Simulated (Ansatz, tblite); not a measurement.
Cost and result up the ladder for W(NH)2F2 (WN2F2H2) (7 atoms). The state is a singlet with charge 0. Geometry: PBE-D4/def2-SVP.

```xyz
7

W     0.4510   -0.3143   -0.0989
N     0.0940    1.2245   -0.8702
H    -0.4570    2.0679   -1.0520
N    -0.8354   -0.7079    1.0327
H    -1.7175   -0.5528    1.5286
F     2.0319   -0.0821    0.9091
F     0.4330   -1.6354   -1.4493
```

Ansatz on 4 threads of Arm Neoverse V2 on a shared host; xTB runs through tblite on one thread. Times are rough, summed over both states, and most runs start from the orbitals of an earlier one. PBE0-D4/def2-TZVP serves as the yardstick here, not as an exact answer. The other state is a doublet.

In the def2 sets W takes a core potential; there is no spin–orbit coupling. The xTB rows come from tblite.

Raw xTB energies of ions are shifted by several eV.

```csv
level,functions,wall time,vertical IE (eV),difference from PBE0-D4/def2-TZVP (eV)
GFN1-xTB,29,0.007 s,14.34,4.03
GFN2-xTB,27,0.008 s,14.09,3.79
PBE-D4/def2-TZVP (with forces),176,5.1 s,10.14,-0.17
PBE0-D4/def2-TZVP,176,7.4 s,10.31,0.00
r2SCAN-D4/def2-TZVP,176,10 s,10.17,-0.14
```
